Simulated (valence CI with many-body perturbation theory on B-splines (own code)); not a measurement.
**Pr II in brief**

Computed by valence CI with perturbative core correlation (CI+MBPT): four valence electrons over a frozen Dirac-Fock core [Xe], radial functions for each j: 8 s, 8 p, 9 d, 9 f, 6 g, 3 h, 2 i, with the one-electron correlation potential Σ1, the two-electron term Σ2, the three-electron term Σ3, Breit, model QED; selected CI, second order for the rest (own B-spline code, finite nucleus).

Set against measurement, 6 paired levels are off by 99 cm⁻¹ on average, the worst by 233. These come from a selection out of the NIST Handbook of Basic Atomic Spectroscopic Data. Levels without a partner in it may be off by more, other configurations by several thousand cm⁻¹. Among the levels kept, up to 400 cm⁻¹ of a level comes from second order outside the variational space, and about a tenth of that is noise between levels of different J, which matters for small intervals.

Names give the largest LS component (configuration and term), which can be under half, so a name can repeat, a term be missing and a line seem to break the LS rules; names also repeat where a configuration has a term twice.

Rates and lifetimes use the calculated energies. Strong lines usually hold to 10 to 20 %, long lifetimes can be off by a factor of two.

(1) What is the ground level?

(2) What are the static dipole polarisabilities of the lowest levels?

(3) How well does LS coupling describe the low levels?

(4) What is the ionisation energy?

## Answers

(1) 4f3 6s 5I°_4, composition 93 % 4f3 6s 5I° + 3 % 4f3 6s 3H°, g = 0.606.

(2) 4f3 6s 5I°_4 111 (tensor 2.2); 4f3 6s 5I°_5 114 (tensor 1.3); 4f3 6s 5I°_6 113 (tensor 2.2); 4f3 6s 3I°_5 114 (tensor 1.7) bohr³, of which the core gives 4.58.

(3) Among the lowest 7 levels the leading LS term, summed over configurations, holds 79 % on average. For single configurations the figures are 76 % in LS and 69 % in jj coupling. Terms mix most in the J = 5 level at 450 cm⁻¹, where the leading one holds 58 %.

(4) 10.252 eV; NIST lists 10.631 ± 0.02 eV (semi-empirical).
